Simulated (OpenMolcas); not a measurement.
**Mn III: effect of the IPEA shift**

```
Program             : OpenMolcas 26.06
Basis               : ANO-RCC-VQZP [7s6p4d3f2g1h]
Scalar Hamiltonian  : DKH2, point nucleus
Active space        : 5 electrons in 5 orbitals (3d)
State averaging     : 2S+1 = 6 even, 1 root; 2S+1 = 4 even, 24 roots; 2S+1 = 2 even, 75 roots
Spin-orbit coupling : RASSI with atomic mean-field integrals over the reference wave functions, term energies averaged over their components
```

Methods on the same reference wave functions:
A. CASSCF
B. MS-CASPT2, IPEA 0 Eh, imaginary shift 0.1 Eh (closed shells correlated: 3s 3p)
C. MS-CASPT2, IPEA 0.25 Eh, imaginary shift 0.1 Eh (closed shells correlated: 3s 3p)

Energies in cm-1 above 3d5 6S 5/2, the measured ground level; measured values from Corliss and Sugar, J. Phys. Chem. Ref. Data 6, 1253 (1977).

```tsv
Level	A	B	C	Measured
3d5 6S 5/2	0.0	0.0	0.0	0.0
3d5 4G 5/2	32190	27090	27270	
3d5 4G 7/2	32203	27110	27290	26860
3d5 4G 11/2	32206	27120	27290	26824
3d5 4G 9/2	32210	27120	27300	
3d5 4P 5/2	37020	29630	29980	29168
3d5 4P 3/2	37057	29670	30020	
3d5 4P 1/2	37101	29720	30070	
3d5 4D 7/2	40017	32660	32910	32307
3d5 4D 1/2	40058	32700	32950	32369
3d5 4D 3/2	40092	32730	32990	
3d5 4D 5/2	40101	32740	32990	32384
3d5 2I 11/2	45769	39410	39820	39174
3d5 2I 13/2	45801	39450	39860	39176
3d5 2D 5/2(1) [74 %]	51510	41550	42320	41238
3d5 2D 3/2(1)	51899	41880	42660	41570
3d5 2F 7/2(1)	52860	43090	43840	42606
3d5 2F 5/2(1) [73 %]	53325	43510	44260	43105
3d5 4F 9/2	53843	44590	44900	43573
3d5 4F 7/2	53871	44620	44930	43602
3d5 4F 5/2	53933	44660	44980	43669
3d5 4F 3/2	53964	44700	45010	43675
3d5 2H 9/2	56094	47120	47840	46516
3d5 2H 11/2	56220	47310	48040	46671
```

Deviations, from unrounded energies. A percentage is the sum of absolute deviations over the sum of measured energies, with the sign that they share, or ± where signs differ.

```json
{"Against measurement": "mean absolute deviation (cm-1)", "Levels": "18", "A": "8700", "B": "520", "C": "970"}
{"Against measurement": "other terms of the ground configuration (%)", "Levels": "18", "A": "+22.5", "B": "+1.3", "C": "+2.5"}
```

B lies closest to measurement on these levels and A furthest from it. The largest miss of B in the table is 3d5 4F 3/2, by +1000 cm-1. The ranking rests on the paired levels alone, and a cruder setting can come out closer through cancelling errors.

Between B and C the level of the table that moves most is 3d5 2D 3/2(1), by 780 cm-1 (lowest in B, highest in C). Moves below CASPT2's spread within the term are not significant.

The mean deviations of B to C differ by less than CASPT2's widest spread within a term (940 cm-1), so their order carries little weight.

From A to B the spin-free energies of the other terms of 3d5 shown, above 6S, scale by factors of 0.80 to 0.86, as is usual when dynamic correlation screens the repulsion within a d or f shell.

The lowest spin-free term lies below A's lowest term by 0.487 hartree in B, 0.475 hartree in C.

Term energies are means over components that CASPT2 splits; among the terms shown or strongly mixed into the levels shown the widest spread is 940 cm-1 (3d5 4F, C). Without dynamic correlation excited terms often stand tens of per cent too high (terms of higher spin than the ground term too low), and those without a measured partner can miss by more than the paired ones (holds for A). Blocks of more than 70 roots (2S+1 = 2 even) ran without multistate coupling (holds for B; C). Measured partners are found by configuration, term and J. A level has none where our copy of the source lacks it or the pairing is in doubt (some pairs that miss far off the trend of their configuration count as doubtful), and it then counts in no deviation. Only configurations of the active space appear. Levels that lie high or do not pair safely by name in every column are left out.

A share in square brackets marks a mixed level and gives the weight of the term that names it, the lowest over the columns. A number in round brackets counts repeated terms of one configuration in the order of the reference energies.
